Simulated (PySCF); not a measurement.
**Broadened absorption spectrum of 1,2-dimethoxybenzene**

Compound: 1,2-dimethoxybenzene, C8H10O2.
SMILES with atom numbers: `[CH3:1][O:2][c:3]1[cH:4][cH:5][cH:6][cH:7][c:8]1[O:9][CH3:10]` (hydrogens: H11, H12, H13 on C1; H14 on C4; H15 on C5; H16 on C6; H17 on C7; H18, H19, H20 on C10)

Level of theory: PySCF 2.14.0, density-fitted response routines, TDDFT CAM-B3LYP/def2-SVPD, vertical, gas phase, core orbitals frozen in the response. Isolated species at its PBE0-D3(BJ)/def2-SVP geometry (one conformer only). Torsions of this conformer, `[CH3:1][O:2][c:3]1[cH:4][cH:5][cH:6][cH:7][c:8]1[O:9][CH3:10]`: C1–O2–C3–C4 0°, C7–C8–O9–C10 0°.

Computed states:

```json
{"state": "S1", "E (eV)": "5.08", "f": "0.050"}
{"state": "S2", "E (eV)": "5.69", "f": "0.139"}
{"state": "S3", "E (eV)": "6.03", "f": "0.0057"}
{"state": "S4", "E (eV)": "6.31", "f": "0.0040"}
{"state": "S5", "E (eV)": "6.41", "f": "0.0000"}
{"state": "S6", "E (eV)": "6.72", "f": "0.420"}
{"state": "S7", "E (eV)": "6.77", "f": "0.608"}
{"state": "S8", "E (eV)": "6.84", "f": "0.023"}
{"state": "S9", "E (eV)": "7.00", "f": "0.0000"}
{"state": "S10", "E (eV)": "7.20", "f": "0.0000"}
```

Broadening: Gaussians 0.4 eV wide at half height, area fixed by f = 4.319×10⁻⁹ ∫ε dν̃. The width is an assumption, not a result. The curve ends short of the highest state used, and states not computed would add to its high-energy end.

(1) What does the envelope look like, and where are its maxima?

(2) On this curve, what absorbance would a 10⁻⁵ mol/L sample give at 248 nm over a 1 cm path?

(3) Coming from long wavelengths, where does ε first pass 100 L mol⁻¹ cm⁻¹?

## Answers

(1) 
λ (nm), ε (L mol⁻¹ cm⁻¹) and a bar:
```
    187.8      47297 ##############################
    189.9      29767 ###################
    191.9      16526 ##########
    194.0       7794 #####
    196.1       3354 ##
    198.1       1538 #
    200.2        897 #
    202.2        874 #
    204.3       1248 #
    206.4       2040 #
    208.4       3235 ##
    210.5       4900 ###
    212.5       6654 ####
    214.6       8279 #####
    216.7       9263 ######
    218.7       9361 ######
    220.8       8597 #####
    222.9       7206 #####
    224.9       5658 ####
    227.0       4157 ###
    229.0       3074 ##
    231.1       2403 ##
    233.2       2187 #
    235.2       2304 #
    237.3       2624 ##
    239.4       2992 ##
    241.4       3265 ##
    243.5       3385 ##
    245.5       3308 ##
    247.6       3041 ##
    249.7       2633 ##
    251.7       2177 #
    253.8       1690 #
    255.8       1265 #
    257.9        890 #
    260.0        597 
    262.0        392 
    264.1        241 
    266.2        143 
    268.2         84 
    270.3         46 
    272.3         25 
    274.4         13 
    276.5          7
```

Maxima: 244 nm (5.09 eV), ε about 3400, made up of S1 (99%); 218 nm (5.69 eV), ε about 9400, made up of S2 (99%) (ε in L mol⁻¹ cm⁻¹; maxima over ε = 5, shares over 10%). At its high-energy end, 6.60 eV, the curve is still rising (ε about 47000, from S6 and S7).

(2) 248 nm is 4.999 eV, where ε is about 3000 L mol⁻¹ cm⁻¹, so A = ε c l ≈ 0.03 (Beer–Lambert, with the gas-phase spectrum and the assumed width).

(3) At about 268 nm (4.63 eV), 0.45 eV below S1.

The vertical ionisation energy (ΔSCF) is 7.76 eV, 0.56 eV above S10.

The run took 8.0 min on an Arm Neoverse N1 with one thread (shared host).
